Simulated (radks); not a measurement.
Q: Coherent X-ray form factor from a spherical all-electron density. All-electron calculation, Dirac Kohn-Sham, PBE, spin-unpolarised, spherical densities, finite nucleus; Fermi nuclear charge, rms radius of each element as measured or else 0.836 A^(1/3) + 0.57 fm. Program: a radial shooting solver on a logarithmic mesh with Libxc functionals.

sin(theta)/lambda (1/angstrom)  f0 (electrons)
0.05                                    38.926
0.1                                     38.705
0.15                                    38.342
0.2                                     37.844
0.25                                    37.221
0.3                                     36.486
0.4                                     34.732
0.5                                     32.707
0.6                                     30.538
0.8                                     26.216
1                                       22.430
1.25                                    18.784
1.5                                     16.142
2                                       12.317

The species is in the configuration that NIST lists as its ground one. Which atom or ion scatters so?

A: The holmium ion Ho28+, [Kr] 4d3. Extrapolating in s^2 from the first two rows gives f0(0) = 39.0, near the electron count 39; among species with that count, the fall with angle is slower the higher Z, and the table is that of Z = 67; from so few rows the species is fixed only to a neighbour or two.
